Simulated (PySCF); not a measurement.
Gas-phase reaction: GaH + 3 NH3 = GaH3.NH3 + 2 NH2

Computed with PySCF and rigid-rotor harmonic-oscillator thermochemistry at 1 bar. † marks an energy on the PBE0/def2-TZVP geometry and frequencies; other levels use their own. MP2 freezes the core. 6-31G* has spherical d functions here. Open shells (unrestricted): NH2 (multiplicity 2); the rest are closed-shell singlets. Ga: all electrons, no relativistic terms. Adducts (GaH3.NH3) have no counterpoise correction, and HF, PBE, BLYP, B3LYP and PBE0 lack dispersion. GaH, GaH3.NH3: computed as isolated molecules; such fragments, hydroxides, amides, oligomers or adducts are transient or little studied in the gas. MP2 isn't extrapolated to the basis-set limit; its ΔH°(298 K) is 254.2 kJ in def2-SVP and 294.8 kJ in def2-TZVPP. The harmonic model lacks anharmonicity and excited electronic states, which grow with temperature; levels with a mode under 35 cm⁻¹ are left out. Soft modes under 120 cm⁻¹ make the harmonic entropy rough for GaH3.NH3.

```tsv
level	ΔE electronic, kJ	ΔH°(298 K), kJ	ΔS°(298 K), J/K	ΔG°(1600 K), kJ
HF/6-31G*	152	119	-104	255
M06-2X/def2-TZVP†	327	298	-104	436
MP2/def2-SVP†	284	254	-104	392
PBE0/def2-QZVP†	314	285	-104	423
r2SCAN/def2-TZVP†	269	240	-104	378
ωB97X-V/def2-TZVP†	300	271	-104	409
```
ΔH° is lowest at HF/6-31G* and highest at M06-2X/def2-TZVP†. No reference value is set beside these.
